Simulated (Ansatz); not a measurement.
A structure relaxed at PBE0-D4/def2-TZVP, charge 0, multiplicity 2:

| atom | x (Å) | y (Å) | z (Å) |
| --- | --- | --- | --- |
| F1 | -0.2727 | -1.5861 | 0.0717 |
| Si2 | -0.0679 | -0.0166 | 0.0690 |
| F3 | -1.4081 | 0.5825 | -0.5226 |
| S4 | 1.6107 | 0.5519 | -1.0637 |
| H5 | 0.1379 | 0.4684 | 1.4457 |

Q: Give its formula and SMILES.

A: F2HSSi, `F[SiH](F)[S]`.

Q: Point group (tolerance 0.08 Å, 0.16 Å for H)?

A: Cs.

Q: Summarise the bond lengths by kind.

A: 2 × F–Si 1.583 Å; 1 × S–Si 2.103 Å; 1 × H–Si 1.474 Å.

Computed with Ansatz.
